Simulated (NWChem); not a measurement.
System: BSiH₄O₂Cl; SMILES B(O)([SiH2]Cl)O

Excerpt of the output:

```
             Northwest Computational Chemistry Package (NWChem) 7.3.0
             --------------------------------------------------------

                             Geometry "geometry" -> ""
                             -------------------------

 Output coordinates in angstroms (scale by  1.889725989 to convert to a.u.)

  No.       Tag          Charge          X              Y              Z
 ---- ---------------- ---------- -------------- -------------- --------------
    1 Si                  14.0000    -0.93941100     0.39678000    -0.00051400
    2 Cl                  17.0000     0.56443800     1.88566300    -0.00317600
    3 B                    5.0000     0.13615000    -1.34918500     0.00068500
    4 O                    8.0000    -0.38280900    -2.61554600     0.00837300
    5 O                    8.0000     1.49331300    -1.23707000    -0.00725800
    6 H                    1.0000    -1.80622100     0.62227400    -1.21137400
    7 H                    1.0000    -1.80634500     0.62546200     1.20963700
    8 H                    1.0000    -1.35353800    -2.63748000     0.01401700
    9 H                    1.0000     1.76582900    -0.29641300    -0.01095700

 Effective nuclear repulsion energy (a.u.)     261.8227798367

                              NWChem Property Module
                              ----------------------

                                 NWChem DFT Module
                                 -----------------

 Summary of "ao basis" -> "ao basis" (spherical)
 ------------------------------------------------------------------------------
       Tag                 Description            Shells   Functions and Types
 ---------------- ------------------------------  ------  ---------------------
 Si                         def2-svp                 8       18   4s3p1d
 Cl                         def2-svp                 8       18   4s3p1d
 B                          def2-svp                 6       14   3s2p1d
 O                          def2-svp                 6       14   3s2p1d
 H                          def2-svp                 3        5   2s1p

            General Information
            -------------------
          SCF calculation type: DFT
          Wavefunction type:  closed shell.
          No. of atoms     :     9
          No. of electrons :    56
           Alpha electrons :    28
            Beta electrons :    28
          Charge           :     0
          Spin multiplicity:     1
          Use of symmetry is: off; symmetry adaption is: off
          Maximum number of iterations: 150
          AO basis - number of functions:    98
                     number of shells:    46
          Convergence on energy requested:  1.00D-06
          Convergence on density requested:  1.00D-05
          Convergence on gradient requested:  5.00D-04

              XC Information
              --------------
                         B3LYP Method XC Potential
                     Hartree-Fock (Exact) Exchange  0.200
                        Slater Exchange Functional  0.800 local
                    Becke 1988 Exchange Functional  0.720 non-local
              Lee-Yang-Parr Correlation Functional  0.810
                  VWN I RPA Correlation Functional  0.190 local

             Grid Information
             ----------------
          Grid used for XC integration:  medium
          Radial quadrature: Mura-Knowles
          Angular quadrature: Lebedev.
          Tag              B.-S. Rad. Rad. Pts. Rad. Cut. Ang. Pts.
          ---              ---------- --------- --------- ---------
          Si                  1.10       88           9.0       590
          Cl                  1.00       88          12.0       590
          B                   0.85       49           9.0       434
          O                   0.60       49          11.0       434
          H                   0.35       45          11.0       434
          Grid pruning is: on
          Number of quadrature shells:   503
          Spatial weights used:  Erf1

      Superposition of Atomic Density Guess
      -------------------------------------

 Sum of atomic energies:        -923.94548197

      Non-variational initial energy
      ------------------------------

 Total energy =    -925.555265
 1-e energy   =   -1796.987634
 2-e energy   =     609.609589
 HOMO         =      -0.320534
 LUMO         =       0.031802

   convergence    iter        energy       DeltaE   RMS-Dens  Diis-err
 ---------------- ----- ----------------- --------- --------- ---------
 d= 0,ls=0.0,diis     1   -927.0915909865 -1.19D+03  1.55D-02  9.62D-01
 d= 0,ls=0.0,diis     2   -927.0068477796  8.47D-02  8.87D-03  1.95D+00
 d= 0,ls=0.0,diis     3   -927.2052990010 -1.98D-01  1.27D-03  3.68D-02
 d= 0,ls=0.0,diis     4   -927.2081821236 -2.88D-03  6.32D-04  4.59D-03
 d= 0,ls=0.0,diis     5   -927.2086841510 -5.02D-04  1.63D-04  6.72D-04
  Resetting Diis
 d= 0,ls=0.0,diis     6   -927.2087471959 -6.30D-05  5.68D-05  5.05D-05
 d= 0,ls=0.0,diis     7   -927.2087524424 -5.25D-06  3.05D-05  2.87D-06
 d= 0,ls=0.0,diis     8   -927.2087521527  2.90D-07  1.67D-05  5.70D-06
 d= 0,ls=0.0,diis     9   -927.2087527684 -6.16D-07  2.41D-06  1.16D-07

         Total DFT energy =     -927.208752768413
      One electron energy =    -1800.540492407285
           Coulomb energy =      683.516313934363
    Exchange-Corr. energy =      -72.007354132196
 Nuclear repulsion energy =      261.822779836706

 Numeric. integr. density =       55.999985039513

                       DFT Final Molecular Orbital Analysis
                       ------------------------------------

 Vector   26  Occ=2.000000D+00  E=-3.322768D-01
              MO Center=  5.9D-01, -1.8D+00, -3.2D-04, r^2= 2.2D+00
   Bfn.  Coefficient  Atom+Function         Bfn.  Coefficient  Atom+Function
  ----- ------------  ---------------      ----- ------------  ---------------
    70     -0.469589  5 O  pz                56      0.434262  4 O  pz
    73     -0.348313  5 O  pz                59      0.322783  4 O  pz
    31     -0.068581  2 Cl pz                28     -0.048012  2 Cl pz
    80     -0.047286  6 H  s                 85      0.047385  7 H  s
    49      0.040071  3 B  d  1              79     -0.037770  6 H  s

 Vector   27  Occ=2.000000D+00  E=-3.171137D-01
              MO Center= -3.6D-02,  1.4D+00, -1.9D-03, r^2= 3.0D+00
   Bfn.  Coefficient  Atom+Function         Bfn.  Coefficient  Atom+Function
  ----- ------------  ---------------      ----- ------------  ---------------
    31      0.567170  2 Cl pz                28      0.414199  2 Cl pz
    25      0.240896  2 Cl pz                79      0.190708  6 H  s
    84     -0.191097  7 H  s                 80      0.158806  6 H  s
    85     -0.159136  7 H  s                 10     -0.132917  1 Si pz
    56      0.082333  4 O  pz                17     -0.069288  1 Si d  1

 Vector   28  Occ=2.000000D+00  E=-2.905067D-01
              MO Center= -1.4D-01, -3.3D-01, -5.7D-04, r^2= 4.0D+00
   Bfn.  Coefficient  Atom+Function         Bfn.  Coefficient  Atom+Function
  ----- ------------  ---------------      ----- ------------  ---------------
    30      0.287496  2 Cl py                41     -0.249911  3 B  py
    55     -0.238753  4 O  py                 9     -0.218593  1 Si py
    68      0.205748  5 O  px                27      0.190756  2 Cl py
    40      0.184635  3 B  px                 4      0.182441  1 Si s
    12     -0.179451  1 Si py                58     -0.160253  4 O  py

 Vector   29  Occ=0.000000D+00  E=-2.044635D-02
              MO Center= -1.0D+00, -1.8D-01,  2.6D-02, r^2= 4.3D+00
   Bfn.  Coefficient  Atom+Function         Bfn.  Coefficient  Atom+Function
  ----- ------------  ---------------      ----- ------------  ---------------
    12      0.759541  1 Si py                11      0.575705  1 Si px
    90     -0.453209  8 H  s                 22     -0.405527  2 Cl s
     4     -0.369544  1 Si s                 39      0.367534  3 B  s
    29      0.340598  2 Cl px                30      0.323386  2 Cl py
     3      0.312299  1 Si s                 80      0.286961  6 H  s

 Vector   30  Occ=0.000000D+00  E=-1.964152D-02
              MO Center= -3.1D-01, -6.3D-01, -2.4D-02, r^2= 3.6D+00
   Bfn.  Coefficient  Atom+Function         Bfn.  Coefficient  Atom+Function
  ----- ------------  ---------------      ----- ------------  ---------------
    13      0.683618  1 Si pz                85     -0.561925  7 H  s
    80      0.485622  6 H  s                 42     -0.399691  3 B  pz
    45      0.341430  3 B  pz                70     -0.228906  5 O  pz
    73     -0.228856  5 O  pz                59     -0.212093  4 O  pz
    56     -0.207104  4 O  pz                12     -0.176339  1 Si py

 Vector   31  Occ=0.000000D+00  E= 4.756360D-02
              MO Center= -4.2D-01, -1.3D+00,  3.7D-03, r^2= 6.5D+00
   Bfn.  Coefficient  Atom+Function         Bfn.  Coefficient  Atom+Function
  ----- ------------  ---------------      ----- ------------  ---------------
    90      0.875504  8 H  s                 53     -0.678256  4 O  s
     3     -0.546830  1 Si s                 67     -0.530293  5 O  s
    95      0.518091  9 H  s                 11      0.512001  1 Si px
    85      0.335532  7 H  s                 80      0.331465  6 H  s
     4      0.257979  1 Si s                 44     -0.242167  3 B  py

     Multipole analysis of the density
     ---------------------------------

     L   x y z        total         alpha         beta         nuclear
     -   - - -        -----         -----         ----         -------
     0   0 0 0     -0.000000    -28.000000    -28.000000     56.000000

     1   1 0 0     -0.899424     -3.103075     -3.103075      5.306727
     1   0 1 0      0.025762      1.564175      1.564175     -3.102588
     1   0 0 1      0.002846      0.046323      0.046323     -0.089800

     2   2 0 0    -30.309329   -101.487584   -101.487584    172.665838
     2   1 1 0      5.062434     -8.148215     -8.148215     21.358863
     2   1 0 1     -0.025012      0.292698      0.292698     -0.610409
     2   0 2 0    -37.250664   -280.289498   -280.289498    523.328332
     2   0 1 1     -0.018564      0.425680      0.425680     -0.869925
     2   0 0 2    -32.641196    -21.556002    -21.556002     10.470807

 *** CALLING NEW AORESP DRIVER FOR CLOSED AND OPEN SHELLS ***
 Entering AOResponse driver routine

--------------------------------------------------------------------------------

          -----------------------------------------------
          Solving response equations for perturbing field
          -----------------------------------------------

 number of frequencies:     1
 frequency in a.u.:  0.7730000E-01
 Perturbing field: electric
 Using El. Dipole Length Gauge

 Setting up CPKS with frequency omega =      0.07730000 a.u.

                            NWChem Dynamic CPHF Module
                            --------------------------

    scftype = RHF
    nclosed =   28
      nopen =    0
  variables =     3920
  num. vecs =        3
  tolerance =   1.0D-04
  max. iter =   50

 SCF residual:    7.4472188973006108E-005

Iterative solution of linear equations
  No. of variables     3920
  No. of equations        3
  Maximum subspace       30
       Convergence  1.0D-04

   iter   nsub   residual    time
   ----  ------  --------  ---------
     1      3    3.05D+00      30.5
     2      6    1.81D+00      44.1
     3      9    4.97D-01      57.8
     4     12    7.81D-02      72.4
     5     15    1.30D-02      87.7
     6     18    6.33D-03     103.1
     7     21    5.12D-04     117.3
     8     24    1.09D-04     130.5
     9     27    1.38D-05     144.2

 Electric Dipole Response Matrix (nonzero elements):

              1        2        3
    1   58.4765   3.8216  -0.0784
    2    3.8216  59.2486  -0.0517
    3   -0.0784  -0.0518  40.4022

 ------------------------------------------
 average:        52.70908 + I       0.00000

 DFT Linear Response polarizability / au
 Frequency  =       0.0773000 / au
 Wavelength =     589.4353558 / nm
              X              Y              Z
 -----------------------------------------------
 X      58.4764958      3.8216119     -0.0784126
 Y       3.8216015     59.2485835     -0.0517477
 Z      -0.0784159     -0.0517510     40.4021576
 -----------------------------------------------
 Eigenvalues =      55.0215166     62.7039715     40.4017489
 Isotropic   =      52.7090790
 Anisotropic =      19.6232879
 -----------------------------------------------

 Magnetic Dipole Response Matrix (nonzero elements):
```

Level: B3LYP/def2-SVP. Structure relaxed at the PBE-D3(BJ)/def2-SVP level.

Task: Which NWChem input produces such a log?

Result: This is not unique; one that fits is the input that was run:
```
start job
memory heap 200 mb stack 900 mb global 1100 mb
geometry units angstroms noautosym nocenter noautoz
  Si    -0.939411     0.396780    -0.000514
  Cl     0.564438     1.885663    -0.003176
  B      0.136150    -1.349185     0.000685
  O     -0.382809    -2.615546     0.008373
  O      1.493313    -1.237070    -0.007258
  H     -1.806221     0.622274    -1.211374
  H     -1.806345     0.625462     1.209637
  H     -1.353538    -2.637480     0.014017
  H      1.765829    -0.296413    -0.010957
end
basis spherical
  * library def2-svp
end
dft
  xc b3lyp
  iterations 150
end
property
  response 1 0.0773
end
task dft property
```
